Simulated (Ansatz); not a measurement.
```yaml
crystal:
  periodic: [false, false, false]
  atoms:
    - {symbol: Re, position_ang: [-0.706308, 0.768985, -0.135473]}
    - {symbol: Re, position_ang: [0.339217, -1.600735, 0.014159]}
    - {symbol: O, position_ang: [-0.200582, -0.500649, -1.509537]}
    - {symbol: O, position_ang: [2.036400, -1.696881, 0.348894]}
    - {symbol: O, position_ang: [1.029342, 3.183680, 0.510660]}
    - {symbol: O, position_ang: [-2.387730, 0.719729, 0.254094]}
    - {symbol: O, position_ang: [-0.747250, -2.881384, 0.445855]}
    - {symbol: O, position_ang: [0.636911, 2.007255, 0.071358]}
basis:
  gaussian: {orbitals: def2-TZVPD, initial_orbitals: start.molden}
total_charge: -1
magnetization: {spin_polarized: true, initial_magnetization: 1}
hamiltonian: {xc: {name: CAM-B3LYP}, dispersion: d4}
scf: {omitted_lower_state_checks: [starts]}
output: {orbitals: {seedname: orbitals}}
```

The file start.molden holds the orbitals of an earlier run on this structure, at another level or in another basis.

```sh
$ ansatz run in.yaml --threads 4 --pin off --events-out ev --progress --plain --max-ram 4787MiB
```

**Question.** Does this run fit into the memory that it is given?

**Answer.** No. It has 326 basis functions, and Ansatz plans for 4.80 GiB where 4.67 GiB are given.
